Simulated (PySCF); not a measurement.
A PySCF script (with the pyscf-properties extension) for the NMR shieldings of SMILES C[SiH](C)[SiH2][C@H](C=O)[SiH2]F, C$_{4}$H$_{13}$FOSi$_{3}$, on a GFN2-xTB geometry:

```python
import basis_set_exchange as bse
import numpy as np
from pyscf import gto, dft
from pyscf.prop import nmr

atoms = """
C    -2.122594    0.876026   -1.949530
Si   -1.482636   -0.695029   -1.090267
C    -2.305701   -0.829093    0.628863
Si    0.828680   -0.733121   -0.870204
C     1.328689   -0.149771    0.898124
C     0.672724    1.145180    1.091147
O     0.297172    1.831072    0.167589
Si    3.205502    0.103202    1.093152
F     3.441873    0.748579    2.554770
H    -3.208688    0.917856   -1.958879
H    -1.781194    0.928294   -2.979192
H    -1.757640    1.762349   -1.438927
H    -1.939481   -1.863358   -1.875597
H    -1.979990   -1.721721    1.156462
H    -3.388847   -0.870534    0.555697
H    -2.055940    0.029004    1.247813
H     1.601889    0.073145   -1.820478
H     1.439106   -2.075303   -0.964992
H     1.027411   -0.843310    1.686568
H     0.535746    1.487890    2.134693
H     3.882202   -1.181249    1.146440
H     3.751305    1.079276    0.169426
"""
names = dict.fromkeys(["C", "Si", "O", "F", "H"], "pcSseg-1")
basis = {el: gto.basis.parse(bse.get_basis(n, elements=[el], fmt="nwchem")) for el, n in names.items()}
mol = gto.M(atom=atoms, basis=basis, charge=0, verbose=0)
mf = dft.RKS(mol, xc="PBE0")
mf.grids.level = 2
mf.grids.alignment = dft.numint.BLKSIZE   # the property module wants whole blocks of grid points
mf.conv_tol = 1e-9
mf.kernel()

calc = nmr.RKS(mf)   # GIAO
C = mf.mo_coeff
Co = C[:, mf.mo_occ > 0]
resp = mf.gen_response(singlet=True, hermi=2)
def vind(x):   # induced exchange potential for any number of trial vectors
    d = np.einsum("pi,xij,qj->xpq", C, 2 * x.reshape(-1, C.shape[1], Co.shape[1]), Co, optimize=True)
    return np.einsum("xpq,pi,qj->xij", resp(d - d.transpose(0, 2, 1)), C, Co, optimize=True).ravel()
mo1, _ = nmr.rhf.solve_mo1(calc, with_cphf=vind)
sigma = calc.kernel(mo1)
for i, s in enumerate(sigma):   # ppm
    print("%2d %-2s %9.2f" % (i, mol.atom_pure_symbol(i), np.trace(s) / 3))
```

**Question.** Give the expected output.

**Answer.** 
```
 0 C     189.64
 1 Si    395.49
 2 C     191.80
 3 Si    442.85
 4 C     145.86
 5 C     -25.84
 6 O    -347.98
 7 Si    342.05
 8 F     378.90
 9 H      31.49
10 H      31.45
11 H      30.82
12 H      27.40
13 H      31.83
14 H      31.39
15 H      32.00
16 H      27.84
17 H      28.24
18 H      28.94
19 H      21.33
20 H      26.39
21 H      26.64
```

These numbers come from an equivalent density-fitted implementation of the same equations, which agrees with the script to about 0.01 ppm for H and up to a few tenths of a ppm for heavy atoms, so last digits may differ.

Size and cost of the density-fitted run: 239 basis functions, 68 s wall time on 1 thread of an Arm Neoverse V2, shared host; peak memory 1.1 GiB.
